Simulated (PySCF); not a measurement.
# Ne⁺ (neon, charge +1) across methods

[He] 2s2 2p5, 2P determinant. Calculation: PySCF 2.14, in ANO-RCC-VTZP (4s3p2d1f, 30 functions); scalar relativity by spin-free X2C-1e.

| method | E (hartree) | mean ε 2s β (eV) | mean ε 2p α (eV) | mean ε 2p β (eV) | Σ⟨r²⟩ (bohr²) | ⟨S²⟩ |
| --- | --- | --- | --- | --- | --- | --- |
| UHF | -127.96138 | -68.413 | -44.944 | -42.096 | 6.789 | 0.753 |
| HSE06 | -128.2332 | -57.634 | -35.954 | -33.835 | 6.897 | 0.751 |
| TPSSh | -128.3221 | -56.455 | -34.734 | -32.726 | 6.904 | 0.751 |
| PBE | -128.2089 | -54.236 | -33.238 | -31.260 | 6.956 | 0.751 |
| LDA | -127.5516 | -54.134 | -33.420 | -31.287 | 7.005 | 0.751 |
| PBE0 | -128.2217 | -58.094 | -36.388 | -34.235 | 6.894 | 0.751 |
| r2SCAN | -128.2824 | -55.560 | -34.217 | -32.051 | 6.875 | 0.752 |
| wB97M-V | -128.2987 | -60.891 | -38.813 | -36.751 | 6.912 | 0.751 |
| wB97X-V | -128.2847 | -60.681 | -38.775 | -36.735 | 6.917 | 0.751 |
